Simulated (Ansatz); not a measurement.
Species: sum formula H₇Si₂N₂O, net charge -1, singlet state. It need not be the lowest isomer of its formula. Whether it binds its extra electron was not tested at this geometry. 
Structure (B3LYP-D3(BJ)/def2-TZVP (Ansatz, a first-principles code) minimum search):
SMILES: [NH-][SiH2]O[SiH2]N
```xyz
12

N      0.9999     1.6196     0.1473
Si     1.5499     0.0699    -0.0189
O      0.3020    -1.0750    -0.2747
Si    -1.2600    -0.6025    -0.3432
N     -1.7853     0.5312     0.8546
H      1.0020     2.1956    -0.6871
H      2.1835    -0.4625     1.2347
H      2.5266    -0.2668    -1.1249
H     -1.5705    -0.0361    -1.6843
H     -2.1070    -1.8250    -0.1797
H     -1.9539     0.1419     1.7733
H     -1.0576     1.2537     0.9211
```
Charge -1, spin multiplicity 1.

Total electronic energies in hartree. Correlated levels leave the core frozen unless marked. Spin-orbit coupling is left out. No relativistic terms. CBS(X,Y): correlation extrapolated as X^-3; Hartree-Fock from the larger set.

```json
[
 {"level": "HF/STO-3G", "program": "Ansatz", "energy (Eh)": "-756.44982"},
 {"level": "HF/cc-pV(D+d)Z", "program": "Ansatz", "energy (Eh)": "-765.83640"},
 {"level": "PBE-D4/def2-TZVPD", "program": "Ansatz + dftd4", "energy (Eh)": "-767.68108"},
 {"level": "r2SCANh/def2-TZVPD", "program": "Ansatz", "energy (Eh)": "-768.02688"},
 {"level": "HSE06-D4/def2-TZVPD", "program": "Ansatz + dftd4", "energy (Eh)": "-767.71861"},
 {"level": "CAM-B3LYP/def2-TZVPD", "program": "Ansatz", "energy (Eh)": "-768.13742"},
 {"level": "MP2/cc-pV(T+d)Z", "program": "Ansatz", "energy (Eh)": "-766.88366"},
 {"level": "CCSD/aug-cc-pV(T+d)Z", "program": "Ansatz", "energy (Eh)": "-766.95077"},
 {"level": "CCSD(T)/CBS(aug-cc-pV(T+d)Z,aug-cc-pV(Q+d)Z)", "program": "Ansatz", "energy (Eh)": "-767.1017"}
]
```

Totals of different functionals don't rank their quality; only differences between species are comparable.
